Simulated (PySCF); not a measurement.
Be(SH)(SiH3), SMILES [SH][Be][SiH3], singlet (PBE0/def2-SVP optimised geometry):

```
7

Be    -1.361    -1.825    -1.680
S     -2.102    -2.801    -3.152
H     -2.432    -3.846    -2.354
Si    -0.529    -0.717     0.000
H     -0.970     0.717     0.000
H      0.970    -0.717     0.000
H     -0.966    -1.305     1.310
```

Computed with PBE0/def2-TZVP in PySCF.

### Question
What are the frontier orbital energies and the dipole moment?

### Answer
HOMO-2 -9.57 eV, HOMO-1 -8.04 eV, HOMO -7.84 eV, LUMO -1.47 eV, LUMO+1 -1.05 eV; dipole moment 0.75 D.

On the same geometry PBE/def2-TZVP (PySCF) gives HOMO-2 -8.26 eV, HOMO-1 -6.89 eV, HOMO -6.67 eV, LUMO -2.28 eV, LUMO+1 -1.83 eV; dipole moment 0.78 D.

Meta-Löwdin charges at PBE0/def2-TZVP: Be1 1.06, S2 -0.73, H3 0.12, Si4 -0.25, H5 -0.06, H6 -0.06, H7 -0.06.
